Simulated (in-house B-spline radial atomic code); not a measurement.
Atomic self-consistent-field run: Eu³⁺. Level of theory: scalar-relativistic (X2C) PBE, spherical fractional occupations, Fermi nucleus of rms radius 5.1115 fm, inside a hard spherical wall at 9.63 bohr; calculated with a B-spline radial code for spherical atoms.

Command:
```bash
python run_scf.py task.json out
```
Settings (nuclear radius in fm, mass in u):
```
Z                63
configuration    [Xe] 4f6
hamiltonian      x2c
method           pbe,pbe
spin_polarised   False
nucleus          fermi
rms_radius       5.1115
atomic_mass      152.92124
speed_of_light   137.035999084
wall_radius      9.63
```

Output (hartree, bohr):
```
 radial grid: 65 intervals, B-splines of order 8, outer radius 9.63 bohr

 iter        energy (Eh)    residual
    1      -10810.588779    6.62e-01
    2      -10819.234517    1.01e+00
    3      -10840.815038    1.97e-01
    4      -10841.518720    5.66e-02
    5      -10841.592221    2.64e-02
    6      -10841.603218    4.94e-03
    7      -10841.604087    2.25e-03
    8      -10841.604217    6.35e-05
    9      -10841.604217    2.60e-06
   10      -10841.604217    3.83e-08

 total energy                    -10841.60422
 kinetic                           11793.4068
 electron-nucleus                 -26546.2250
 Hartree                            4155.4829
 exchange-correlation               -244.2689

 orbital      occ     eigenvalue          <r>       <r^2>       <1/r>       r_max
 1s         2.000     -1774.0705    0.0216125 0.000646018     75.1836     0.01336
 2s         2.000      -292.3033    0.0944605   0.0105971     17.3302     0.08043
 2p         6.000      -261.0070    0.0834748  0.00852206     15.3666     0.06468
 3s         2.000       -65.2701     0.249205   0.0710993     6.21516      0.2291
 3p         6.000       -55.4886      0.24754   0.0711199     5.66746      0.2244
 3d        10.000       -42.1909     0.225967   0.0600493     5.32988      0.1838
 4s         2.000       -13.8954     0.565498    0.361079     2.57205      0.5277
 4p         6.000       -10.6622     0.597886    0.406689     2.32438        0.55
 4d        10.000        -6.1048     0.651669    0.492662     2.03454      0.5727
 5s         2.000        -2.6732      1.35063     2.04688    0.991859       1.221
 5p         6.000        -1.8718      1.55465     2.72811    0.841155       1.375
 4f         6.000        -1.2171      0.87706    0.992167     1.48598      0.5851
```

Cost of the run: 0.12 s on 1 thread of Arm Neoverse V1 (shared host).

One-electron X2C: radii and densities carry no picture-change correction, so inner-shell <1/r> comes out high (for 1s by about 2 % at Z = 33, 5 % at 54, 10 % at 75, 30 % at 118) and <r> low.
